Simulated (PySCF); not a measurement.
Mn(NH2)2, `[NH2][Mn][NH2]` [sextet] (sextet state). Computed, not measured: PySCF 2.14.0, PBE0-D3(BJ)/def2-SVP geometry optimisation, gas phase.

```
atom  x, y, z in Å
Mn1   -0.0022    0.0030    0.0001
N2     0.0374   -0.0177    1.8875
H3    -0.4316    0.6384    2.5055
H4     0.5264   -0.6853    2.4770
N5    -0.0362    0.0157   -1.8874
H6     0.3904   -0.6671   -2.5074
H7    -0.4842    0.7130   -2.4752
```

Q: Which two atoms are farthest apart?

A: H3···H6 and H4···H7, 5.245 Å down to 5.244 Å.

Q: Work out the bond lengths Mn1–N2, Mn1–N5, N2–H3, N2–H4, N5–H6, N5–H7 in bohr.

A: For Mn1–N2 the difference vector is (0.0396, -0.0207, 1.8874) Å, of length 1.8879 Å. 1 bohr = 0.529177 Å. Mn1–N2 3.568; Mn1–N5 3.568; N2–H3 1.920; N2–H4 1.920; N5–H6 1.920; N5–H7 1.920 bohr.

Q: Where is the centre of mass (commonest isotopes), and what is the radius of gyration?

A: Mass 86.975 u; centre at (-0.001, 0.002, 0.000) Å; Rg = √(Σ m r²/M) = 1.211 Å. As Ia + Ib + Ic = 2 Σ m r², the three principal moments sum to 255.1 u·Å².

Q: What are the angles N2–Mn1–N5, Mn1–N2–H4, H3–N2–H4, Mn1–N2–H3, Mn1–N5–H7, H6–N5–H7, Mn1–N5–H6?

A: From the scalar product of the two bond vectors; for N2–Mn1–N5 it is -3.5641 Å² over 1.8879 × 1.8878 Å², cos θ = -0.999987. N2–Mn1–N5 179.7°; Mn1–N2–H4 126.7°; H3–N2–H4 107.1°; Mn1–N2–H3 126.2°; Mn1–N5–H7 126.2°; H6–N5–H7 107.1°; Mn1–N5–H6 126.7°.

Q: How far apart are these pairs, which share no bond: Mn1···H3, Mn1···H4, Mn1···H7, N2···H6, N2···H7, H3···N5, H6···H7?

A: Mn1···H3 2.620 Å (2 bonds apart); Mn1···H4 2.625 Å (2 bonds apart); Mn1···H7 2.620 Å (2 bonds apart); N2···H6 4.457 Å (3 bonds apart); N2···H7 4.454 Å (3 bonds apart); H3···N5 4.454 Å (3 bonds apart); H6···H7 1.634 Å (2 bonds apart).

Q: What is the repulsion energy of the bare nuclei, Σ ZA·ZB/RAB?

A: 144.12 Eh over 21 pairs, with full nuclear charges and distances in bohr; the largest single term is 49.05 Eh (Mn1 with N5, or a pair equal to it).

No frequency check. ⟨S²⟩ = 8.764 (exact for a sextet: 8.75).

Time: 27 s. Hardware: one thread, Arm Neoverse V2, on a shared host. This is the geometry optimisation.

For an open-shell metal species like this, the optimisation's SCF solution wasn't tested for stability and no frequencies at its level were run, so a lower state or another shape may exist.
